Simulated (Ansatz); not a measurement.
A structure relaxed at r2SCAN-D4/def2-TZVP in Ansatz, charge 0, singlet:

```xyz
3

Pb    0.000    0.000    0.000
O     0.824   -0.645    1.564
O    -0.824    0.645   -1.564
```

**Question.** Give its formula and point group.

**Answer.** the cluster PbO₂. Point group D∞h (tolerance 0.1 Å).

**Question.** Summarise the bond lengths by kind (pairs closer than 1.2 times the sum of covalent radii, bridged metal pairs left out).

**Answer.** 2 × O–Pb 1.88 Å.

In the def2 sets Pb takes a core potential; there is no spin–orbit coupling. The restricted singlet is unstable towards broken spin symmetry in Hartree–Fock (as tested in another run); at r2SCAN-D4/def2-TZVP this wasn't settled. Another isomer (singlet) lies 0.42 eV lower at PBE0-D4/def2-TZVP; other spin states weren't run for this one.
